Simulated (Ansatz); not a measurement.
Calculated with Ansatz (gas phase, PBE0-D4/def2-TZVP geometries, no zero-point term in ΔE). CCSD(T)/CBS adds triple-zeta CCSD(T) − MP2 to the extrapolated MP2 energy (def2 sets, frozen cores). This one scheme is used for every species. DFT in def2-TZVPP. B3LYP here is the variant with VWN-RPA as its local correlation; programs differ in this. One conformer a species, not always the lowest.

Reaction (ligand exchange at the Si–O bond): `CO[SiH2][SiH2]N` + CH₃NH₂ → `CN[SiH2][SiH2]N` + CH₃OH

```csv
level,ΔE (eV)
B3LYP-D4,0.43
B3LYP,0.46
MP2/def2-TZVPP,0.41
MP2/def2-QZVPP,0.41
```

(1) What does CCSD(T)/CBS give? (Estimate.)

Largest T1 diagnostic among the species: 0.011.

Answers

(1) Ansatz gave: +0.42 eV. The listed levels differ from it by 0.01, 0.04, -0.01, -0.01 eV.

In def2-TZVPP, CCSD(T) changes the Hartree–Fock value by −0.09 eV (the triples alone add −0.01 eV) and MP2 by −0.10 eV.
